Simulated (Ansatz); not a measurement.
C₃H₇ClSi, SMILES `C=C([SiH3])CCl`. The species carries charge 0 and has multiplicity 1. Geometry: relaxed with PBE0-D4/def2-TZVP. It is one conformer, not always the lowest.

```xyz
12

C     0.542    1.268    0.864
C     0.185    0.240    0.095
Si   -1.168   -0.937    0.646
C     0.884    0.003   -1.202
Cl   -0.272   -0.056   -2.572
H     0.085    1.446    1.831
H     1.313    1.971    0.556
H    -1.417   -0.699    2.091
H    -2.429   -0.726   -0.108
H    -0.720   -2.341    0.438
H     1.395   -0.961   -1.211
H     1.602    0.792   -1.428
```

What is the dipole moment at PBE/def2-TZVPP? (Estimate.)

Ansatz gave: 1.89 D, with components (1.40, 0.50, 1.17) D in this frame, pointing from negative to positive charge.

And with r2SCAN, B3LYP, ωB97M-V? (Estimate.)

The calculation gave: r2SCAN 2.01 D, B3LYP 1.97 D, ωB97M-V 1.99 D.

Give the Mulliken charges with PBE, B3LYP, ωB97M-V in def2-TZVPP. (Best estimate.)

Computed: 
| atom | PBE | B3LYP | ωB97M-V |
| --- | --- | --- | --- |
| C1 | -0.18 | -0.19 | -0.18 |
| C2 | -0.05 | -0.09 | -0.13 |
| Si3 | 0.21 | 0.28 | 0.20 |
| C4 | -0.10 | -0.10 | -0.17 |
| Cl5 | -0.15 | -0.16 | -0.12 |
| H6 | 0.10 | 0.11 | 0.10 |
| H7 | 0.08 | 0.09 | 0.10 |
| H8 | -0.06 | -0.07 | -0.03 |
| H9 | -0.04 | -0.05 | -0.01 |
| H10 | -0.06 | -0.07 | -0.03 |
| H11 | 0.13 | 0.13 | 0.15 |
| H12 | 0.11 | 0.12 | 0.13 |

B3LYP here is the variant with VWN-RPA as its local correlation; programs differ in this.
